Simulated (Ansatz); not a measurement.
Cost and result for the atomization energy of `[CH3][Ga-]([SH2+])([Cl])[Cl]` (10 atoms, 9 bonds).

```xyz
10

C     1.078    0.884   -0.576
Ga   -0.369   -0.411   -0.801
S    -1.225   -0.902    1.587
Cl   -2.303    0.240   -1.537
Cl    0.090   -2.486   -1.239
H     0.706    1.804   -0.122
H     1.877    0.469    0.041
H     1.494    1.129   -1.555
H    -1.315    0.367    2.022
H    -0.034   -1.095    2.180
```

The species carries charge 0 and has multiplicity 1. Correlated methods include outer-core shells of Ga, which these sets cover unevenly. Scalar relativity is left out up to krypton. Geometry: relaxed with PBE0-D4/def2-TZVP. It is one conformer, not always the lowest. Program: Ansatz. All runs use 8 threads of an Arm Neoverse V1 on a shared host. Times are those of one run each, without the atoms' runs, and a repeat can differ threefold. Electronic energies, without spin–orbit coupling; frozen cores. CCSD(T)/CBS adds CCSD(T) − MP2 in def2-TZVPP to the MP2 limit, and its time is that of the two runs behind it. T1 = 0.010. With those shells the extrapolation isn't a true limit. B3LYP takes the VWN-RPA correlation (the form of Gaussian; ORCA's B3LYP/G).

CCSD(T)/CBS is a level of theory with its own doubt, some kJ/mol a heavy atom from the limit and from the frozen cores, so smaller differences don't rank the functionals.

```csv
level,functions,wall time,atomization (kJ/mol),difference from CCSD(T)/CBS,per bond
revPBE-D4/def2-TZVPP,275,1.8 s,3070.9,-59.6,-6.6
BLYP-D4/def2-TZVPP,275,1.8 s,3055.7,-74.8,-8.3
PBE-D4/def2-TZVPP (with forces),275,2.2 s,3141.9,11.4,1.3
BHLYP-D4/def2-TZVPP,275,3.5 s,3034.0,-96.5,-10.7
CAM-B3LYP-D4/def2-TZVPP,275,3.7 s,3096.7,-33.8,-3.8
r2SCAN-D4/def2-TZVPP (with forces),275,4.4 s,3141.5,11.0,1.2
B3LYP-D4/def2-TZVPP (with forces),275,4.9 s,3084.0,-46.5,-5.2
PBE-QIDH/def2-TZVPP,275,5 s,3116.9,-13.6,-1.5
CCSD(T)/def2-SVP,125,6 s,2940.5,-190.0,-21.1
ωB97M-V/def2-TZVPP (with forces),275,11 s,3128.3,-2.2,-0.2
MP2/def2-QZVPP,506,25 s,3146.2,15.7,1.7
CCSD(T)/def2-TZVPP,275,3.5 min,3059.8,-70.7,-7.9
CCSD(T)/CBS(def2),–,3.9 min,3130.5,0.0,0.0
```

In def2-TZVPP, CCSD(T) changes the Hartree–Fock value by +739.7 kJ/mol (the triples alone add +47.5 kJ/mol) and MP2 by +785.6 kJ/mol; breaking electron pairs costs correlation energy, which Hartree–Fock lacks. From r2SCAN to r2SCAN0 (25 % exact exchange), in def2-TZVPP and without D4, the atomization energy moves by −36.2 kJ/mol: exact exchange takes away binding that semilocal exchange gives to molecules. At CCSD(T), def2-SVP lies −189.9 kJ/mol from the extrapolated value and def2-TZVPP −70.7 kJ/mol: correlation converges slowly with the basis, and small sets miss more of it in the bonded molecule than in its fragments.
